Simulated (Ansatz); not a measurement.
Ansatz (a first-principles code) input (B3LYP-D3(BJ)/def2-TZVP):

Ansatz 0.2 input:
```yaml
crystal:
  periodic: [false, false, false]
  atoms:
    - {symbol: C, position_ang: [1.63505756, -0.21015665, -0.04690704]}
    - {symbol: C, position_ang: [1.27372635, 0.89967921, -0.74482816]}
    - {symbol: C, position_ang: [-0.15620186, 0.95564228, -0.61866444]}
    - {symbol: C, position_ang: [-0.58129060, -0.10841175, 0.13864972]}
    - {symbol: N, position_ang: [0.55203679, -0.82850438, 0.48873924]}
    - {symbol: C, position_ang: [-1.94188618, -0.52697741, 0.57295491]}
    - {symbol: H, position_ang: [1.91174909, 1.58469232, -1.27401518]}
    - {symbol: H, position_ang: [-0.79584568, 1.71033815, -1.04822920]}
    - {symbol: H, position_ang: [0.56602719, -1.66479431, 1.04416204]}
    - {symbol: H, position_ang: [-2.20561496, -1.52073483, 0.19895510]}
    - {symbol: H, position_ang: [-2.67868220, 0.17723033, 0.18812279]}
    - {symbol: H, position_ang: [-2.03832255, -0.54585500, 1.66259990]}
basis:
  gaussian:
    orbitals: def2-TZVP
hamiltonian:
  xc: b3lyp
  dispersion: d3bj
magnetization: {spin_polarized: true, initial_magnetization: 1}
phonons: {temperatures: {t_min: 298.15, t_max: 298.15, t_step: 100}}
```

Output:

```
Functional definition: B3LYP
integrals: 0.14 GiB planned
1319 factors; their error is unknown
mean field: 1.75 GiB planned
mean field evaluation 1: about -6760.0043 eV, gradient 5.2e1 eV
mean field evaluation 2: about -6749.6678 eV, gradient 6.9e1 eV
mean field evaluation 4: about -6772.4028 eV, gradient 5.6e0 eV
mean field evaluation 8: about -6772.5443 eV, gradient 2.2e-1 eV
mean field evaluation 16: about -6772.5365 eV, gradient 1.5e-3 eV
mean field evaluation 32: about -6771.8290 eV, gradient 7.6e0 eV
mean field -6772.53652761 eV, -248.8861267996 hartree, gradient 1.4e-5 eV, S^2 0.758357; 1 other end points of the search recorded, 0 dependent functions left out
the calculation of the forces begins
reference -6772.53680793 eV, -248.8861371012 hartree; 22, 21 occupied and 200, 201 virtual orbitals, 1319 factors
these checks for a lower state are left out or cut short: stability, starts, cluster_reference, orbital_swaps, neighbouring_geometries, increment
integrals: 0.14 GiB planned
1319 factors; their error is unknown
mean field: 1.74 GiB planned
mean field -6772.53639767 eV, -248.8861220242 hartree, gradient 3.3e-6 eV, S^2 0.758323; 0 other end points of the search recorded, 0 dependent functions left out
the calculation of the forces begins
reference -6772.53667799 eV, -248.8861323259 hartree; 22, 21 occupied and 200, 201 virtual orbitals, 1319 factors
these checks for a lower state are left out or cut short: stability, starts, cluster_reference, orbital_swaps, neighbouring_geometries, increment
integrals: 0.14 GiB planned
1319 factors; their error is unknown
mean field: 1.74 GiB planned
mean field -6772.53630624 eV, -248.8861186644 hartree, gradient 3.3e-6 eV, S^2 0.758390; 0 other end points of the search recorded, 0 dependent functions left out
the calculation of the forces begins
reference -6772.53658656 eV, -248.8861289659 hartree; 22, 21 occupied and 200, 201 virtual orbitals, 1319 factors
these checks for a lower state are left out or cut short: stability, starts, cluster_reference, orbital_swaps, neighbouring_geometries, increment
integrals: 0.14 GiB planned
1319 factors; their error is unknown
mean field: 1.75 GiB planned
mean field -6772.53638474 eV, -248.8861215490 hartree, gradient 2.6e-6 eV, S^2 0.758399; 0 other end points of the search recorded, 0 dependent functions left out
the calculation of the forces begins
reference -6772.53666503 eV, -248.8861318497 hartree; 22, 21 occupied and 200, 201 virtual orbitals, 1319 factors
these checks for a lower state are left out or cut short: stability, starts, cluster_reference, orbital_swaps, neighbouring_geometries, increment
integrals: 0.14 GiB planned
1319 factors; their error is unknown
mean field: 1.74 GiB planned
mean field -6772.53652368 eV, -248.8861266553 hartree, gradient 2.4e-6 eV, S^2 0.758313; 0 other end points of the search recorded, 0 dependent functions left out
the calculation of the forces begins
reference -6772.53680403 eV, -248.8861369578 hartree; 22, 21 occupied and 200, 201 virtual orbitals, 1319 factors
these checks for a lower state are left out or cut short: stability, starts, cluster_reference, orbital_swaps, neighbouring_geometries, increment
integrals: 0.14 GiB planned
1319 factors; their error is unknown
mean field: 1.74 GiB planned
mean field evaluation 64: about -6772.5505 eV, gradient 4.5e-1 eV
mean field -6772.53627004 eV, -248.8861173341 hartree, gradient 3.3e-6 eV, S^2 0.758400; 0 other end points of the search recorded, 0 dependent functions left out
the calculation of the forces begins
reference -6772.53655036 eV, -248.8861276355 hartree; 22, 21 occupied and 200, 201 virtual orbitals, 1319 factors
these checks for a lower state are left out or cut short: stability, starts, cluster_reference, orbital_swaps, neighbouring_geometries, increment
[...]
mean field: 1.74 GiB planned
mean field -6772.53634498 eV, -248.8861200879 hartree, gradient 3.2e-6 eV, S^2 0.758359; 0 other end points of the search recorded, 0 dependent functions left out
the calculation of the forces begins
reference -6772.53662528 eV, -248.8861303888 hartree; 22, 21 occupied and 200, 201 virtual orbitals, 1319 factors
these checks for a lower state are left out or cut short: stability, starts, cluster_reference, orbital_swaps, neighbouring_geometries, increment
integrals: 0.14 GiB planned
1319 factors; their error is unknown
mean field: 1.74 GiB planned
mean field evaluation 288: about -6772.5364 eV, gradient 3.3e-6 eV
mean field -6772.53642047 eV, -248.8861228624 hartree, gradient 3.3e-6 eV, S^2 0.758355; 0 other end points of the search recorded, 0 dependent functions left out
the calculation of the forces begins
reference -6772.53670081 eV, -248.8861331646 hartree; 22, 21 occupied and 200, 201 virtual orbitals, 1319 factors
these checks for a lower state are left out or cut short: stability, starts, cluster_reference, orbital_swaps, neighbouring_geometries, increment
integrals: 0.14 GiB planned
1319 factors; their error is unknown
mean field: 1.74 GiB planned
mean field -6772.53653064 eV, -248.8861269107 hartree, gradient 2.1e-6 eV, S^2 0.758356; 0 other end points of the search recorded, 0 dependent functions left out
the calculation of the forces begins
reference -6772.53681096 eV, -248.8861372126 hartree; 22, 21 occupied and 200, 201 virtual orbitals, 1319 factors
these checks for a lower state are left out or cut short: stability, starts, cluster_reference, orbital_swaps, neighbouring_geometries, increment
integrals: 0.14 GiB planned
1319 factors; their error is unknown
mean field: 1.75 GiB planned
mean field -6772.53650473 eV, -248.8861259586 hartree, gradient 2.2e-6 eV, S^2 0.758357; 0 other end points of the search recorded, 0 dependent functions left out
the calculation of the forces begins
reference -6772.53678504 eV, -248.8861362599 hartree; 22, 21 occupied and 200, 201 virtual orbitals, 1319 factors
these checks for a lower state are left out or cut short: stability, starts, cluster_reference, orbital_swaps, neighbouring_geometries, increment
integrals: 0.14 GiB planned
1319 factors; their error is unknown
mean field: 1.75 GiB planned
mean field -6772.53647626 eV, -248.8861249123 hartree, gradient 2.6e-6 eV, S^2 0.758357; 0 other end points of the search recorded, 0 dependent functions left out
the calculation of the forces begins
reference -6772.53675655 eV, -248.8861352128 hartree; 22, 21 occupied and 200, 201 virtual orbitals, 1319 factors
these checks for a lower state are left out or cut short: stability, starts, cluster_reference, orbital_swaps, neighbouring_geometries, increment
integrals: 0.14 GiB planned
1319 factors; their error is unknown
mean field: 1.74 GiB planned
mean field -6772.53653959 eV, -248.8861272398 hartree, gradient 2.6e-6 eV, S^2 0.758356; 0 other end points of the search recorded, 0 dependent functions left out
the calculation of the forces begins
reference -6772.53681994 eV, -248.8861375425 hartree; 22, 21 occupied and 200, 201 virtual orbitals, 1319 factors
these checks for a lower state are left out or cut short: stability, starts, cluster_reference, orbital_swaps, neighbouring_geometries, increment
integrals: 0.14 GiB planned
1319 factors; their error is unknown
mean field: 1.75 GiB planned
mean field evaluation 320: about -6772.5359 eV, gradient 4.2e-1 eV
mean field -6772.53642495 eV, -248.8861230267 hartree, gradient 3.2e-6 eV, S^2 0.758356; 0 other end points of the search recorded, 0 dependent functions left out
the calculation of the forces begins
reference -6772.53670520 eV, -248.8861333259 hartree; 22, 21 occupied and 200, 201 virtual orbitals, 1319 factors
these checks for a lower state are left out or cut short: stability, starts, cluster_reference, orbital_swaps, neighbouring_geometries, increment
integrals: 0.14 GiB planned
1319 factors; their error is unknown
mean field: 1.75 GiB planned
mean field -6772.53646104 eV, -248.8861243530 hartree, gradient 3.1e-6 eV, S^2 0.758357; 0 other end points of the search recorded, 0 dependent functions left out
the calculation of the forces begins
reference -6772.53674142 eV, -248.8861346570 hartree; 22, 21 occupied and 200, 201 virtual orbitals, 1319 factors
these checks for a lower state are left out or cut short: stability, starts, cluster_reference, orbital_swaps, neighbouring_geometries, increment
integrals: 0.14 GiB planned
1319 factors; their error is unknown
mean field: 1.75 GiB planned
mean field -6772.53650547 eV, -248.8861259860 hartree, gradient 3.4e-6 eV, S^2 0.758357; 0 other end points of the search recorded, 0 dependent functions left out
the calculation of the forces begins
reference -6772.53678579 eV, -248.8861362875 hartree; 22, 21 occupied and 200, 201 virtual orbitals, 1319 factors
these checks for a lower state are left out or cut short: stability, starts, cluster_reference, orbital_swaps, neighbouring_geometries, increment
integrals: 0.14 GiB planned
1319 factors; their error is unknown
mean field: 1.75 GiB planned
mean field -6772.53650059 eV, -248.8861258066 hartree, gradient 3.4e-6 eV, S^2 0.758357; 0 other end points of the search recorded, 0 dependent functions left out
the calculation of the forces begins
reference -6772.53678091 eV, -248.8861361083 hartree; 22, 21 occupied and 200, 201 virtual orbitals, 1319 factors
these checks for a lower state are left out or cut short: stability, starts, cluster_reference, orbital_swaps, neighbouring_geometries, increment
integrals: 0.14 GiB planned
1319 factors; their error is unknown
mean field: 1.75 GiB planned
mean field evaluation 352: about -6772.5365 eV, gradient 3.3e-6 eV
mean field -6772.53645995 eV, -248.8861243133 hartree, gradient 3.3e-6 eV, S^2 0.758356; 0 other end points of the search recorded, 0 dependent functions left out
the calculation of the forces begins
reference -6772.53674029 eV, -248.8861346156 hartree; 22, 21 occupied and 200, 201 virtual orbitals, 1319 factors
these checks for a lower state are left out or cut short: stability, starts, cluster_reference, orbital_swaps, neighbouring_geometries, increment
integrals: 0.14 GiB planned
1319 factors; their error is unknown
mean field: 1.74 GiB planned
mean field -6772.53646885 eV, -248.8861246401 hartree, gradient 3.3e-6 eV, S^2 0.758357; 0 other end points of the search recorded, 0 dependent functions left out
the calculation of the forces begins
reference -6772.53674915 eV, -248.8861349410 hartree; 22, 21 occupied and 200, 201 virtual orbitals, 1319 factors
these checks for a lower state are left out or cut short: stability, starts, cluster_reference, orbital_swaps, neighbouring_geometries, increment
integrals: 0.14 GiB planned
1319 factors; their error is unknown
mean field: 1.75 GiB planned
mean field -6772.53646966 eV, -248.8861246698 hartree, gradient 2.4e-6 eV, S^2 0.758356; 0 other end points of the search recorded, 0 dependent functions left out
the calculation of the forces begins
reference -6772.53674994 eV, -248.8861349701 hartree; 22, 21 occupied and 200, 201 virtual orbitals, 1319 factors
these checks for a lower state are left out or cut short: stability, starts, cluster_reference, orbital_swaps, neighbouring_geometries, increment
integrals: 0.14 GiB planned
1319 factors; their error is unknown
mean field: 1.75 GiB planned
mean field -6772.53651600 eV, -248.8861263730 hartree, gradient 2.4e-6 eV, S^2 0.758357; 0 other end points of the search recorded, 0 dependent functions left out
the calculation of the forces begins
reference -6772.53679636 eV, -248.8861366759 hartree; 22, 21 occupied and 200, 201 virtual orbitals, 1319 factors
Total energy: -6772.99671704 eV, -248.9030384492 hartree
Atom 0 at     1.635058    -0.210157    -0.046907 Å, force    -0.000462     0.000430    -0.000233 eV/Å
Atom 1 at     1.273726     0.899679    -0.744828 Å, force     0.000328    -0.000183     0.000085 eV/Å
Atom 2 at    -0.156202     0.955642    -0.618664 Å, force    -0.000223    -0.000071     0.000073 eV/Å
Atom 3 at    -0.581291    -0.108412     0.138650 Å, force    -0.000305     0.000449    -0.000264 eV/Å
Atom 4 at     0.552037    -0.828504     0.488739 Å, force     0.001080    -0.000225     0.000027 eV/Å
Atom 5 at    -1.941886    -0.526977     0.572955 Å, force    -0.000087    -0.000172     0.000124 eV/Å
Atom 6 at     1.911749     1.584692    -1.274015 Å, force     0.000026     0.000049    -0.000036 eV/Å
Atom 7 at    -0.795846     1.710338    -1.048229 Å, force     0.000066    -0.000122     0.000074 eV/Å
Atom 8 at     0.566027    -1.664794     1.044162 Å, force    -0.000510    -0.000244     0.000221 eV/Å
Atom 9 at    -2.205615    -1.520735     0.198955 Å, force     0.000042     0.000089     0.000026 eV/Å
Atom 10 at    -2.678682     0.177230     0.188123 Å, force     0.000018    -0.000007     0.000003 eV/Å
Atom 11 at    -2.038323    -0.545855     1.662600 Å, force     0.000027     0.000006    -0.000098 eV/Å
Dipole moment:    -0.254419    -0.270384     0.209173 e Å
Vibrations: 88.07 163.59 308.93 334.39 448.15 631.93 648.27 740.66 808.50 878.38 968.99 989.27 1036.46 1063.52 1114.43 1230.01 1247.55 1369.60 1394.34 1423.03 1458.89 1477.73 1498.48 1607.56 3014.93 3053.14 3112.97 3230.54 3268.50 3661.22 cm⁻¹, zero-point energy 2.620533 eV
```

It need not be the lowest isomer of its formula.
